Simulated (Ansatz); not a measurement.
CuLi, SMILES `[Li][Cu]`, relaxed with RKS PBE0-D4/def2-TZVP in Ansatz from a GFN2-xTB geometry. The force threshold is 0.005 eV/Å; the program also tests the step.

Total charge 0; spin multiplicity 1.

Start:

```xyz
2

Li   -0.121    0.484    1.017
Cu    0.121   -0.484   -1.017
```

By how much does the energy fall, and how many steps does the optimiser take? (An estimate is asked.)

Ansatz gave: 0.47 kJ/mol, in 2 steps.

Which bonds change most? (Best estimate.)

The calculation gave: Li1–Cu2 from 2.266 to 2.319 Å.

Give the relaxed structure. (Best estimate.)

Computed: 
```xyz
2

Li   -0.123    0.495    1.041
Cu    0.123   -0.495   -1.041
```
